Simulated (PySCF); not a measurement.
C₃H₈BCl, SMILES CCB(C)Cl.

Geometry optimised at PBE-D3(BJ)/def2-SVP. One conformer was computed; it need not be the lowest.

Method: PBE-D3(BJ)/def2-SVP run with PySCF.

Frequencies are harmonic and unscaled.

```csv
mode,ν (cm⁻¹),IR (km/mol),moving atoms (share of kinetic energy)
1,31,0.2,"H 70 %, C 25 %"
2,89,1.0,"H 90 %, C 9 %"
3,176,0.8,"C 41 %, Cl 32 %, H 23 %"
4,197,0.2,"H 78 %, C 16 %"
5,282,0.8,"C 42 %, H 32 %, Cl 21 %"
6,345,0.8,"H 55 %, B 38 %"
7,429,0.1,"C 56 %, H 24 %, B 13 %"
8,561,11.4,"C 45 %, Cl 27 %, H 21 %"
9,595,3.4,"H 69 %, C 23 %"
10,777,17.5,"H 61 %, C 25 %, B 11 %"
11,806,20.3,"H 62 %, B 21 %, C 17 %"
12,931,30.6,"H 76 %, C 17 %"
13,947,5.3,"H 69 %, C 18 %, B 13 %"
14,1022,16.4,"C 56 %, H 23 %, B 21 %"
15,1071,153.2,"B 53 %, H 32 %, C 14 %"
16,1093,40.5,"H 50 %, B 29 %, C 21 %"
17,1202,1.5,"H 79 %, C 19 %"
18,1258,40.3,"H 67 %, C 31 %"
19,1304,102.9,"H 47 %, C 35 %, B 18 %"
20,1341,1.9,"H 86 %, C 13 %"
21,1360,1.3,"H 75 %, C 23 %"
22,1372,1.8,H 94 %
23,1388,6.8,H 92 %
24,1422,13.2,H 96 %
25,1424,7.8,H 97 %
26,2926,21.7,H 94 %
27,2962,0.1,H 96 %
28,2965,8.5,"H 92 %, C 8 %"
29,2974,27.2,H 97 %
30,3041,6.1,"H 92 %, C 8 %"
31,3059,20.3,"H 91 %, C 9 %"
32,3064,16.5,"H 91 %, C 9 %"
33,3078,9.5,"H 91 %, C 9 %"
```
